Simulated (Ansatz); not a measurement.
A set of 12 reactions (atomization), with CCSD(T)/CBS values in kJ/mol:

```json
{"reaction": "`B[Se]C(C)O` → B• + 2 C• + 7 H• + O• + Se•", "ΔE": "4382.0"}
{"reaction": "`C[SiH](Cl)C#CO` → 3 C• + Cl• + 5 H• + O• + Si•", "ΔE": "4362.8"}
{"reaction": "`CN=C=CCl` → 3 C• + Cl• + 4 H• + N•", "ΔE": "3549.1"}
{"reaction": "`N[CH](F)[AlH][OH]` → Al• + C• + F• + 5 H• + N• + O•", "ΔE": "3541.0"}
{"reaction": "`[OH][Ga][F]`• → F• + Ga• + H• + O•", "ΔE": "1251.3"}
{"reaction": "`C[O][SnH]([Cl])[Cl]` → C• + 2 Cl• + 4 H• + O• + Sn•", "ΔE": "2936.6"}
{"reaction": "`O=C=N[SiH2]N=C=O` → 2 C• + 2 H• + 2 N• + 2 O• + Si•", "ΔE": "4204.4"}
{"reaction": "`CC[SiH](F)Br` → Br• + 2 C• + F• + 6 H• + Si•", "ΔE": "4133.0"}
{"reaction": "`SB(S)Cl` → B• + Cl• + 2 H• + 2 S•", "ΔE": "1974.2"}
{"reaction": "`[NH3+][In-]([F])([F])[F]` → 3 F• + 3 H• + In• + N•", "ΔE": "2648.4"}
{"reaction": "`C/C=C\\F` → 3 C• + F• + 5 H•", "ΔE": "3635.4"}
{"reaction": "`C[Si](C)(F)S` → 2 C• + F• + 7 H• + S• + Si•", "ΔE": "4523.1"}
```

Computed with Ansatz on PBE0-D4/def2-TZVP structures; ΔE is electronic, products minus reactants. CCSD(T)/CBS adds triple-zeta CCSD(T) − MP2 to the extrapolated MP2 energy (def2 sets, frozen cores). This one scheme is used for every species, atoms too. DFT in def2-TZVPP. B3LYP here is the variant with VWN-RPA as its local correlation; programs differ in this. Open shells (•) are unrestricted, without spin–orbit coupling. Spin–orbit coupling would lower the free atoms: a little for Al, B, C, Cl, F, O, S, Si; clearly for Br, Ga, Se; strongly for In, Sn. def2 core potentials past Kr. For Br, Ga, In, Se, Sn outer-core shells are correlated without core-valence functions, so the limit isn't a true one: a few kJ/mol of doubt a bond, and 10 to 20 or more in all where bonds break to atoms. Scalar relativity is left out up to krypton. Each species was taken in one conformer, which may not be the lowest.

Problem. Give the mean, mean absolute and largest difference (level minus CCSD(T)/CBS, kJ/mol) for: PBE-D4, PBE0-D4, B3LYP-D4, ωB97X-V, ωB97M-V, r2SCAN, PBE0, B3LYP, HF/def2-TZVPP, SCS-MP2/def2-TZVPP, CCSD(T)/def2-TZVPP, SCS-MP2/def2-QZVPP, MP2/CBS(def2), CCSD/CBS(def2). (Estimate.)

Solution. Ansatz gave: 
```
             level    mean  mean absolute  largest
            PBE-D4    86.8           86.8    254.5
           PBE0-D4     2.8           37.1    -86.5
          B3LYP-D4   -10.2           26.7    -65.7
           ωB97X-V     7.3           13.4     52.6
           ωB97M-V     7.8           20.2     47.8
            r2SCAN     8.8           23.9     55.8
              PBE0   -13.2           37.2    -97.0
             B3LYP   -40.5           45.5    -93.1
     HF/def2-TZVPP  -990.2          990.2  -1452.6
SCS-MP2/def2-TZVPP   -48.5           49.0    -80.0
CCSD(T)/def2-TZVPP  -100.0          100.0   -146.8
SCS-MP2/def2-QZVPP    17.6           19.9     99.7
     MP2/CBS(def2)    85.5           85.5    206.0
    CCSD/CBS(def2)   -61.7           61.7   -116.8
```

The largest T1 diagnostic in the set is 0.018, for Al• (customary mark 0.045).

CCSD(T)/CBS is a level of theory with its own doubt, and the functionals carry their triple-zeta basis error, so these figures describe this set and don't rank the functionals.
